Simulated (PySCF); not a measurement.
# Structure elucidation problem

The spectra below were simulated for a compound CH4F2Si.

1H NMR (400 MHz, computed): δ 6.37 (m, 1H), 4.05 (m, 3H).

13C{1H} NMR (computed): δ 127.7 (CH).

Single conformer, non-relativistic, rapidly exchanging positions averaged, isolated molecule. GIAO B97-2/pcSseg-2 shieldings; PBE0-D3(BJ)/def2-TZVP structure; PySCF.

δ = σ(ref) − σ, references computed at the same level: 1H (31.64 ppm) and 13C (185.38 ppm) against TMS.

**Question.** What is the structure?

**Answer.** 
1. Rings plus π bonds: 0.
2. Carbon types of the structure: 1 × CH, leaving 3 H on heteroatoms.
3. δC 127.7: sp3 CH bonded to 2 F and Si; 2 electronegative neighbours deshield it.
4. δH 6.37: hydrogen on an sp3 CH bonded to 2 F and Si; its carbon carries F, which withdraws density.
5. δH 4.05: hydrogen on a silicon bonded to C.

Structure: `FC(F)[SiH3]`.

Splittings by 19F in the carbon and heteronuclear signals aren't shown, as no couplings were computed. Shifts are as computed. Against solution values, carbons near 30 ppm lie about +3 ppm off and those near 130 ppm about +7 ppm. Of 1211 compounds with measured shifts, 218 miss one by over three times the rms of a fit or turn the order of signals round; such compounds aren't used in these exercises. Multiplicities follow the n + 1 count of equivalent neighbours, as no J values were calculated; m marks all less simple cases, F and P coupling included.
